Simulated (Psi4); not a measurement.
Interaction energy of C3H8 ··· F4Si (SMILES CCC and F[Si](F)(F)F), singlet. Monomers: optimised at B3LYP-D3(BJ) (def2-TZVP), held rigid. Orientation: lowest of the rigid-body minima from ten starts at GFN2-xTB. The monomers approach along the line of their centres of mass (distance R); nothing else relaxes.

- revPBE/def2-TZVP, counterpoise-corrected (Psi4)
- SAPT0/jun-cc-pVDZ, frozen core (Psi4)

Interaction energies in kcal/mol:

```csv
R / Å,revPBE/def2-TZVP
3.46,10.80
3.70,5.40
3.84,3.58
4.06,1.84
4.27,0.92
4.45,0.45
4.77,0.04
5.08,-0.10
5.53,-0.11
6.23,-0.05
7.28,-0.01
8.52,0.00
```

**Question.** Predict the corresponding SAPT0/jun-cc-pVDZ column.

**Answer.** 3.46: 5.37; 3.70: 1.51; 3.84: 0.43; 4.06: -0.38; 4.27: -0.63; 4.45: -0.66; 4.77: -0.55; 5.08: -0.41; 5.53: -0.26; 6.23: -0.12; 7.28: -0.05; 8.52: -0.02 (kcal/mol).
